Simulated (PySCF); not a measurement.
Isomers of C4H12FPSi2, one GFN2-xTB conformer each. Single-point energies are computed at PBE0/pcSseg-1 (PySCF, gas phase, no added dispersion term), electronic only.

```
                            SMILES  GFN2-xTB relative energy (kcal/mol)
F[C@@H]1C[C@@H]([SiH3])[Si@H](P)C1                                  0.0
           FCC/C(=C/[SiH3])[SiH2]P                                 21.1
    F[C@H]1C[C@H]([SiH2][SiH2]P)C1                                 14.6
   F[C@H]1C[C@@H]([SiH2][SiH2]P)C1                                 14.7
```

Conformers: `[F:1][C@@H:2]1[CH2:3][C@@H:4]([SiH3:5])[Si@H:6]([PH2:7])[CH2:8]1` with C4–Si6–P7–H -41° and 52°, F1–C2–C3–C4 -67°, C2–C3–C4–Si5 -165°, C3–C4–Si6–P7 129°, C4–Si6–C8–C2 14°; `[F:1][CH2:2][CH2:3]/[C:4](=[CH:5]/[SiH3:6])[SiH2:7][PH2:8]` with F1–C2–C3–C4 62°, C2–C3–C4–C5 -104°, C3–C4–Si7–P8 3°, C4–Si7–P8–H -108° and 160°; `[F:1][C@H:2]1[CH2:3][C@H:4]([SiH2:5][SiH2:6][PH2:7])[CH2:8]1` with C3–C4–Si5–Si6 -54°, C4–Si5–Si6–P7 -176°, Si5–Si6–P7–H -48° and 45°, F1–C2–C3–C4 130°, C2–C3–C4–Si5 106°, C3–C4–C8–C2 12°, F1–C2–C8–C4 -130°; `[F:1][C@H:2]1[CH2:3][C@@H:4]([SiH2:5][SiH2:6][PH2:7])[CH2:8]1` with C3–C4–Si5–Si6 -67°, C4–Si5–Si6–P7 -23°, Si5–Si6–P7–H -160° and -68°, F1–C2–C3–C4 131°, C2–C3–C4–Si5 -135°, C3–C4–C8–C2 13°, F1–C2–C8–C4 -131°.

What does PBE0/pcSseg-1 give for the same structures?

```
                            SMILES  PBE0/pcSseg-1 E (Eh)  PBE0/pcSseg-1 (kcal/mol)  GFN2-xTB (kcal/mol)  point group
F[C@@H]1C[C@@H]([SiH3])[Si@H](P)C1           -1179.11497                       0.0                  0.0           C1
   F[C@H]1C[C@@H]([SiH2][SiH2]P)C1           -1179.07220                      26.8                 14.7           C1
    F[C@H]1C[C@H]([SiH2][SiH2]P)C1           -1179.07110                      27.5                 14.6      near Cs
           FCC/C(=C/[SiH3])[SiH2]P           -1179.05878                      35.3                 21.1           C1
```

Both levels put the same isomer lowest; measured from each level's own lowest isomer, the values differ by up to 14.2 kcal/mol (FCC/C(=C/[SiH3])[SiH2]P: 21.1 against 35.3). As drawn, the highest has a C=C bond outside aromatic rings, which the lowest lacks. Neighbours under 2.5 kcal/mol apart (F[C@H]1C[C@@H]([SiH2][SiH2]P)C1 and F[C@H]1C[C@H]([SiH2][SiH2]P)C1) can change places with a better method, another conformer or zero-point energy. F[C@H]1C[C@@H]([SiH2][SiH2]P)C1 and F[C@H]1C[C@H]([SiH2][SiH2]P)C1 are stereoisomers, 0.7 kcal/mol apart in the conformers taken.

Which frontier levels, dipoles and rotational constants go with these structures?

```json
{"SMILES": "F[C@@H]1C[C@@H]([SiH3])[Si@H](P)C1", "HOMO (eV, PBE0/pcSseg-1)": "-7.34", "LUMO (eV)": "0.40", "dipole (D)": "1.71", "A, B, C (MHz)": "1228, 969.9, 647.6"}
{"SMILES": "F[C@H]1C[C@@H]([SiH2][SiH2]P)C1", "HOMO (eV, PBE0/pcSseg-1)": "-7.56", "LUMO (eV)": "-0.42", "dipole (D)": "2.07", "A, B, C (MHz)": "1991, 556.4, 489.7"}
{"SMILES": "F[C@H]1C[C@H]([SiH2][SiH2]P)C1", "HOMO (eV, PBE0/pcSseg-1)": "-7.37", "LUMO (eV)": "-0.50", "dipole (D)": "1.84", "A, B, C (MHz)": "2414, 491.3, 442.2"}
{"SMILES": "FCC/C(=C/[SiH3])[SiH2]P", "HOMO (eV, PBE0/pcSseg-1)": "-7.56", "LUMO (eV)": "-0.98", "dipole (D)": "1.13", "A, B, C (MHz)": "1253, 760.4, 521.4"}
```
